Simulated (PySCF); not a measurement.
# Basis-set dependence of population analyses: `C=C(F)/C(F)=C/C`

Compound: C5H6F2.
Z-matrix (Å and degrees, PBE0-D3(BJ)/def2-SVP geometry), rows numbered from 1:
```
C 
C   1  1.3333
F   2  1.3350  1  121.11
C   2  1.4609  1  125.79  3   179.81
F   4  1.3382  2  113.15  1     0.15
C   4  1.3373  2  125.65  1  -179.80
C   6  1.4875  4  124.79  2   179.43
H   1  1.0902  2  120.33  3     0.11
H   1  1.0885  2  119.63  3  -179.79
H   6  1.0922  4  115.89  2    -0.42
H   7  1.1022  6  111.00  4   123.75
H   7  1.1030  6  110.80  4  -118.10
H   7  1.0978  6  111.57  4     2.61
```

PBE0 throughout (PySCF), one geometry, spherical d and f functions. Isolated species at its PBE0-D3(BJ)/def2-SVP geometry (one conformer only). The first 7 of 11 kinds of atom are listed.

Mulliken charges (e):

```tsv
basis	functions	C1	C2	F3	C4	F5	C6	C7
STO-3G	41	-0.208	+0.087	-0.070	+0.078	-0.072	-0.110	-0.240
6-31G	75	-0.414	+0.341	-0.320	+0.288	-0.322	-0.177	-0.558
pcSseg-0	75	-0.397	+0.255	-0.356	+0.274	-0.359	-0.238	-0.679
6-31G*	110	-0.503	+0.412	-0.315	+0.348	-0.318	-0.230	-0.581
cc-pVDZ	128	-0.052	+0.095	-0.163	+0.154	-0.169	-0.174	-0.033
def2-SVP	128	-0.119	+0.184	-0.204	+0.190	-0.210	-0.198	-0.022
aug-cc-pVDZ	215	+0.589	+0.901	-0.595	+1.000	-0.609	+0.283	+0.060
6-311+G(2d,p)	225	-0.424	+0.570	-0.335	+0.205	-0.347	+0.181	-0.769
def2-TZVP	253	-0.331	+0.207	-0.188	+0.145	-0.199	-0.160	-0.349
cc-pVTZ	294	-0.346	+0.229	-0.155	+0.178	-0.164	-0.209	-0.275
IGLO-III	305	-0.307	+0.276	-0.243	+0.236	-0.250	-0.106	-0.372
```

IAO charges (e):

| basis | functions | C1 | C2 | F3 | C4 | F5 | C6 | C7 |
| --- | --- | --- | --- | --- | --- | --- | --- | --- |
| STO-3G | 41 | -0.321 | +0.112 | -0.084 | +0.106 | -0.087 | -0.179 | -0.400 |
| 6-31G | 75 | -0.368 | +0.245 | -0.251 | +0.219 | -0.256 | -0.171 | -0.440 |
| pcSseg-0 | 75 | -0.359 | +0.236 | -0.239 | +0.214 | -0.245 | -0.177 | -0.433 |
| 6-31G* | 110 | -0.369 | +0.273 | -0.259 | +0.247 | -0.263 | -0.179 | -0.419 |
| cc-pVDZ | 128 | -0.376 | +0.274 | -0.258 | +0.246 | -0.263 | -0.180 | -0.419 |
| def2-SVP | 128 | -0.365 | +0.271 | -0.259 | +0.243 | -0.263 | -0.175 | -0.409 |
| aug-cc-pVDZ | 215 | -0.382 | +0.280 | -0.270 | +0.250 | -0.274 | -0.181 | -0.430 |
| 6-311+G(2d,p) | 225 | -0.381 | +0.280 | -0.271 | +0.250 | -0.275 | -0.180 | -0.432 |
| def2-TZVP | 253 | -0.383 | +0.283 | -0.270 | +0.253 | -0.275 | -0.182 | -0.432 |
| cc-pVTZ | 294 | -0.384 | +0.283 | -0.268 | +0.253 | -0.273 | -0.183 | -0.433 |
| IGLO-III | 305 | -0.383 | +0.282 | -0.271 | +0.252 | -0.275 | -0.182 | -0.433 |

Hirshfeld charges (e):

| basis | functions | C1 | C2 | F3 | C4 | F5 | C6 | C7 |
| --- | --- | --- | --- | --- | --- | --- | --- | --- |
| STO-3G | 41 | -0.106 | +0.058 | -0.026 | +0.046 | -0.029 | -0.066 | -0.032 |
| 6-31G | 75 | -0.124 | +0.072 | -0.079 | +0.058 | -0.078 | -0.055 | -0.095 |
| pcSseg-0 | 75 | -0.124 | +0.072 | -0.070 | +0.059 | -0.069 | -0.055 | -0.099 |
| 6-31G* | 110 | -0.127 | +0.072 | -0.068 | +0.060 | -0.068 | -0.060 | -0.096 |
| cc-pVDZ | 128 | -0.131 | +0.065 | -0.054 | +0.054 | -0.053 | -0.061 | -0.107 |
| def2-SVP | 128 | -0.132 | +0.072 | -0.062 | +0.060 | -0.061 | -0.060 | -0.111 |
| aug-cc-pVDZ | 215 | -0.132 | +0.067 | -0.069 | +0.058 | -0.065 | -0.062 | -0.120 |
| 6-311+G(2d,p) | 225 | -0.127 | +0.065 | -0.071 | +0.056 | -0.068 | -0.061 | -0.112 |
| def2-TZVP | 253 | -0.130 | +0.068 | -0.068 | +0.059 | -0.065 | -0.061 | -0.115 |
| cc-pVTZ | 294 | -0.133 | +0.069 | -0.064 | +0.059 | -0.061 | -0.061 | -0.117 |
| IGLO-III | 305 | -0.131 | +0.068 | -0.069 | +0.059 | -0.066 | -0.061 | -0.119 |

ESP-fitted charges (e):

```
        basis  functions      C1      C2      F3      C4      F5      C6      C7
       STO-3G         41  -0.380  +0.191  -0.076  +0.031  -0.034  -0.047  -0.351
        6-31G         75  -0.537  +0.316  -0.211  +0.083  -0.157  -0.106  -0.267
     pcSseg-0         75  -0.571  +0.331  -0.213  +0.070  -0.147  -0.086  -0.361
       6-31G*        110  -0.518  +0.236  -0.139  +0.027  -0.086  -0.074  -0.321
      cc-pVDZ        128  -0.490  +0.224  -0.142  +0.029  -0.092  -0.081  -0.262
     def2-SVP        128  -0.493  +0.246  -0.161  +0.049  -0.110  -0.090  -0.254
  aug-cc-pVDZ        215  -0.523  +0.253  -0.169  +0.023  -0.112  -0.054  -0.285
6-311+G(2d,p)        225  -0.539  +0.254  -0.170  +0.027  -0.113  -0.055  -0.314
    def2-TZVP        253  -0.538  +0.253  -0.163  +0.029  -0.106  -0.057  -0.308
      cc-pVTZ        294  -0.520  +0.234  -0.153  +0.036  -0.102  -0.065  -0.304
     IGLO-III        305  -0.528  +0.249  -0.166  +0.032  -0.112  -0.058  -0.292
```

Question: Which scheme is steadiest as the basis changes?

Answer: Largest range over the bases for any column: Hirshfeld 0.09 e, IAO 0.19 e, ESP-fitted 0.19 e, Mulliken 1.09 e. Hirshfeld charges move least and Mulliken charges most, counted in e. Without the minimal STO-3G basis the ranges are Hirshfeld 0.03, IAO 0.05, ESP-fitted 0.11, Mulliken 1.09 e.

Question: How much do the charges still move between the two largest bases, cc-pVTZ and IGLO-III?

Answer: At most, over all atoms: Mulliken 0.103 e, IAO 0.003 e, Hirshfeld 0.005 e, ESP-fitted 0.015 e.

Question: What do the same runs give for the total energy, the frontier levels and the dipole moment?

Answer: 
| basis | energy (Eh) | HOMO (eV) | LUMO (eV) | μ (D) |
| --- | --- | --- | --- | --- |
| STO-3G | -388.1446 | -4.22 | 2.21 | 0.42 |
| 6-31G | -393.2647 | -6.68 | -0.71 | 0.74 |
| pcSseg-0 | -392.4678 | -6.97 | -1.00 | 0.67 |
| 6-31G* | -393.3499 | -6.52 | -0.56 | 0.66 |
| cc-pVDZ | -393.3827 | -6.67 | -0.75 | 0.72 |
| def2-SVP | -393.0677 | -6.76 | -0.85 | 0.73 |
| aug-cc-pVDZ | -393.4085 | -6.84 | -1.03 | 0.78 |
| 6-311+G(2d,p) | -393.4814 | -6.86 | -1.05 | 0.79 |
| def2-TZVP | -393.5182 | -6.83 | -0.97 | 0.76 |
| cc-pVTZ | -393.5023 | -6.79 | -0.91 | 0.75 |
| IGLO-III | -393.5253 | -6.84 | -1.02 | 0.78 |

The dipole is fixed by the density alone, so its range of 0.37 D shows that the density itself changes with the basis, not only its division among atoms.
